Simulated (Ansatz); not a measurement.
Basis-set series for CH$_{2}$GaN. Total charge 0; spin multiplicity 1. The bonds changed during the relaxation, so this is another structure than the one it started from. Geometry: relaxed with PBE0-D4/def2-TZVP.

```xyz
5

C     0.5814    0.2366    1.0109
N     0.4218    1.1610    0.3402
Ga   -0.7633   -1.0660   -1.0228
H     0.7852   -0.5477    1.7097
H    -1.0252    0.2161   -2.0381
```

```csv
functional,basis,functions,energy (Eh),HOMO (eV),LUMO (eV)
PBE0-D4,def2-SVP,70,-2018.15403,-5.79,-1.55
PBE0-D4,def2-QZVPP,263,-2018.55886,-5.85,-1.62
ωB97M-V,def2-SVP,70,-2018.38426,-7.77,0.23
ωB97M-V,def2-QZVPP,263,-2018.79139,-7.85,0.00
```

Task: Give the rows for def2-TZVPP. (Estimate.)

Result: Ansatz gave: 
```json
{"functional": "PBE0-D4", "basis": "def2-TZVPP", "functions": "138", "energy (Eh)": "-2018.51037", "HOMO (eV)": "-5.83", "LUMO (eV)": "-1.57"}
{"functional": "ωB97M-V", "basis": "def2-TZVPP", "functions": "138", "energy (Eh)": "-2018.74445", "HOMO (eV)": "-7.82", "LUMO (eV)": "0.18"}
```

Positive LUMOs are unbound and depend on the basis. Scalar relativity is left out up to krypton.
